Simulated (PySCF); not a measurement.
C₃H₇FSi, SMILES FC1C[SiH2]C1.

Coordinates come from a ωB97X-D3(BJ)/def2-SVP optimisation. This is a generated structure with no PubChem entry under its InChIKey; it may be hypothetical.

Computed with PySCF with PBE/def2-TZVP.

Gas-phase values at a fixed geometry.

Task: Estimate the frontier levels, gap, dipole moment and polarisability. (An estimate is asked for; the answer gives what the named calculation found.)

Result: 
The highest occupied level is -7.06 eV, the lowest empty level is -0.57 eV and the orbital gap comes out as 6.50 eV. The dipole moment is 1.30 D and the quadrupole, principal values (traceless, Buckingham form, about the centre of nuclear charge) comes out as -7.04, 3.51, 3.53 D·Å. The mean static polarisability comes out as 62.8 bohr³ (9.30 Å³) and the polarisability, principal values is 56.3, 60.1, 72.0 bohr³.
